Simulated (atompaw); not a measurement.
## An all-electron radial function and its pseudo partner (iodine (I))

Columns: radius, all-electron u(r) and pseudo u(r) of the 4d shell (level -50.33 eV) of iodine in the configuration [Kr] 4d10 5s2 5p5; LDA (PW92), scalar-relativistic, PAW (atompaw) scheme, atompaw 4.2.0.5.

```json
{"r (bohr)": "0.087", "all-electron": "-0.3124", "pseudo": "0.0029"}
{"r (bohr)": "0.173", "all-electron": "-0.6205", "pseudo": "0.0222"}
{"r (bohr)": "0.260", "all-electron": "-0.4566", "pseudo": "0.0711"}
{"r (bohr)": "0.346", "all-electron": "-0.0388", "pseudo": "0.1546"}
{"r (bohr)": "0.433", "all-electron": "0.4080", "pseudo": "0.2729"}
{"r (bohr)": "0.519", "all-electron": "0.7587", "pseudo": "0.4138"}
{"r (bohr)": "0.606", "all-electron": "0.9905", "pseudo": "0.5650"}
{"r (bohr)": "0.692", "all-electron": "1.1087", "pseudo": "0.7049"}
{"r (bohr)": "0.779", "all-electron": "1.1421", "pseudo": "0.8196"}
{"r (bohr)": "0.865", "all-electron": "1.1165", "pseudo": "0.8935"}
{"r (bohr)": "0.952", "all-electron": "1.0534", "pseudo": "0.9223"}
{"r (bohr)": "1.038", "all-electron": "0.9705", "pseudo": "0.9066"}
{"r (bohr)": "1.125", "all-electron": "0.8775", "pseudo": "0.8543"}
{"r (bohr)": "1.212", "all-electron": "0.7828", "pseudo": "0.7779"}
{"r (bohr)": "1.298", "all-electron": "0.6922", "pseudo": "0.6923"}
{"r (bohr)": "1.385", "all-electron": "0.6064", "pseudo": "0.6066"}
{"r (bohr)": "1.471", "all-electron": "0.5289", "pseudo": "0.5289"}
{"r (bohr)": "1.558", "all-electron": "0.4582", "pseudo": "0.4582"}
{"r (bohr)": "1.644", "all-electron": "0.3961", "pseudo": "0.3961"}
{"r (bohr)": "1.731", "all-electron": "0.3407", "pseudo": "0.3407"}
{"r (bohr)": "1.817", "all-electron": "0.2928", "pseudo": "0.2928"}
{"r (bohr)": "1.904", "all-electron": "0.2506", "pseudo": "0.2506"}
{"r (bohr)": "1.990", "all-electron": "0.2145", "pseudo": "0.2145"}
{"r (bohr)": "2.077", "all-electron": "0.1830", "pseudo": "0.1830"}
{"r (bohr)": "2.163", "all-electron": "0.1562", "pseudo": "0.1562"}
{"r (bohr)": "2.250", "all-electron": "0.1329", "pseudo": "0.1329"}
```

Task: How many radial nodes do the two functions have?

Result: The all-electron 4d function has n − l − 1 = 1; the pseudo-wave has 0, since the states of the same l below it are removed with the core.

Task: At about which radius was the pseudo-wave matched?

Result: 1.45 bohr. The columns agree to 0.0005 from 1.30 bohr on; several derivatives are matched, so the curves merge somewhat inside the radius.

Task: Is the pseudo-wave norm-conserving?

Result: No, it belongs to a PAW set: the norm inside the radius is not constrained, and the difference is carried by the augmentation charge.
